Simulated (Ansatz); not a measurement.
Sn26H31Br, a nanocrystal cut from the lattice of tin (1 of the caps Br). Total charge 0; triplet. Geometry r2SCAN-D4/def2-SVP, that of the neutral singlet; atoms count from 1.

```xyz
58

Sn    1.0112   -0.7976   -5.1878
Sn   -2.1265   -3.6509   -3.3784
Sn    4.5609    0.7087   -2.7219
Sn    5.0648   -0.7035    1.6580
Sn    1.1846    3.5578   -3.8278
Sn   -1.8438    0.6739   -1.9275
Sn    1.6589    2.1644    0.5283
Sn   -1.7219    5.0781   -0.5601
Sn    1.5101   -2.1734   -0.8318
Sn   -1.4555   -5.0148    0.7593
Sn    2.0444   -3.5954    3.5149
Sn   -1.3694   -0.6565    2.3738
Sn   -4.7545    2.2390    1.3072
Sn   -4.9687   -2.1565   -0.0783
Sn   -1.2094    3.7112    3.7756
Sn    2.1898    0.7556    4.8910
Sn    2.7077    1.3797   -4.7115
Sn   -0.3526   -1.5350   -2.8424
Sn   -3.5046   -4.3453   -1.0387
Sn    3.2291    0.0024   -0.3501
Sn    3.7314   -1.4150    4.0175
Sn   -0.1877    2.9032   -1.4633
Sn   -3.2683    0.0262    0.4131
Sn    0.3309    1.5189    2.9253
Sn   -3.0695    4.4202    1.8055
Sn    0.1760   -2.8622    1.5502
Br    0.1464   -6.3235   -0.7473
H     1.9173   -2.1415   -5.7710
H    -0.1355   -0.3920   -6.4086
H    -3.2575   -3.1136   -4.5660
H    -1.2948   -5.0052   -4.0295
H     5.5460   -0.6059   -3.2410
H     5.6119    2.0405   -2.4199
H     6.1224    0.6215    1.9669
H     6.0414   -2.0152    1.1160
H     0.0471    4.0243   -5.0350
H     2.2002    4.9197   -3.5388
H    -2.9962    1.0973   -3.1482
H     2.6963    3.5144    0.8406
H    -2.8547    5.5331   -1.7761
H    -0.6893    6.4329   -0.2992
H     2.4805   -3.5037   -1.3448
H    -1.8586   -6.1586    1.9876
H     2.9462   -4.9537    2.9650
H     1.2194   -4.0674    4.9513
H    -2.2017   -1.0932    3.8280
H    -5.9309    2.6526    0.1181
H    -5.6124    1.8035    2.7370
H    -6.1543   -1.7145   -1.2479
H    -5.8137   -2.5857    1.3610
H    -0.1685    5.0405    4.1191
H    -2.0201    3.3108    5.2424
H     3.2106    2.0936    5.2607
H     1.3496    0.3466    6.3390
H     3.5377    1.8023   -6.1683
H    -4.5221   -5.7211   -1.2758
H     4.8784   -1.8403    5.2395
H    -4.0084    5.7681    2.3449
```

In the def2 sets Sn takes a core potential; there is no spin–orbit coupling. Single mean-field runs in def2-SVP are fitted with def2-universal-jkfit. At PBE0-D4/def2-SVP a singlet of charge 0 lies 3.24 eV below the triplet at the same geometry.

(1) Estimate the Mulliken populations of the heavy atoms from the PBE0/def2-SVP orbitals of Ansatz.

(2) Where does the spin sit?

(3) And the Mayer bond orders between heavy atoms (over 0.3)?

## Answers

(1) 
```
atom  charge (e)  spin (α − β)
 Sn1        0.19          0.01
 Sn2        0.19          0.01
 Sn3        0.18          0.04
 Sn4        0.19          0.00
 Sn5        0.19          0.00
 Sn6        0.07          0.00
 Sn7        0.07          0.00
 Sn8        0.19          0.00
 Sn9        0.07          0.03
Sn10        0.36          0.36
Sn11        0.18          0.18
Sn12        0.05          0.09
Sn13        0.19          0.01
Sn14        0.18          0.01
Sn15        0.18          0.07
Sn16        0.18          0.00
Sn17        0.02          0.00
Sn18       -0.15          0.00
Sn19        0.01          0.25
Sn20       -0.15          0.05
Sn21        0.03          0.09
Sn22       -0.15          0.00
Sn23       -0.15          0.01
Sn24       -0.14          0.09
Sn25        0.02          0.01
Sn26       -0.14          0.33
Br27       -0.30          0.12
```
Mulliken values depend strongly on the basis.

(2) Summed by element: Sn 1.61, Br 0.12, H 0.27, of 2 unpaired in all. Largest on single atoms: Sn10 0.36, Sn26 0.33, Sn19 0.25.

(3) Sn1–Sn17 0.87 (2.80 Å); Sn1–Sn18 0.86 (2.81 Å); Sn2–Sn18 0.86 (2.81 Å); Sn2–Sn19 0.86 (2.80 Å); Sn3–Sn17 0.87 (2.80 Å); Sn3–Sn20 0.82 (2.81 Å); Sn4–Sn20 0.86 (2.81 Å); Sn4–Sn21 0.87 (2.80 Å); Sn5–Sn17 0.87 (2.80 Å); Sn5–Sn22 0.86 (2.81 Å); Sn6–Sn18 0.86 (2.82 Å); Sn6–Sn22 0.86 (2.82 Å); Sn6–Sn23 0.86 (2.82 Å); Sn7–Sn20 0.86 (2.81 Å); Sn7–Sn22 0.86 (2.81 Å); Sn7–Sn24 0.86 (2.82 Å); Sn8–Sn22 0.86 (2.81 Å); Sn8–Sn25 0.87 (2.80 Å); Sn9–Sn18 0.85 (2.81 Å); Sn9–Sn20 0.82 (2.81 Å); Sn9–Sn26 0.87 (2.82 Å); Sn10–Sn19 0.66 (2.81 Å); Sn10–Sn26 0.38 (2.81 Å); Sn10–Br27 0.90 (2.56 Å); Sn11–Sn21 0.79 (2.80 Å); Sn11–Sn26 0.77 (2.81 Å); Sn12–Sn23 0.85 (2.81 Å); Sn12–Sn24 0.78 (2.82 Å); Sn12–Sn26 0.83 (2.82 Å); Sn13–Sn23 0.85 (2.81 Å); Sn13–Sn25 0.87 (2.80 Å); Sn14–Sn19 0.85 (2.80 Å); Sn14–Sn23 0.86 (2.81 Å); Sn15–Sn24 0.80 (2.81 Å); Sn15–Sn25 0.87 (2.80 Å); Sn16–Sn21 0.87 (2.80 Å); Sn16–Sn24 0.86 (2.81 Å).
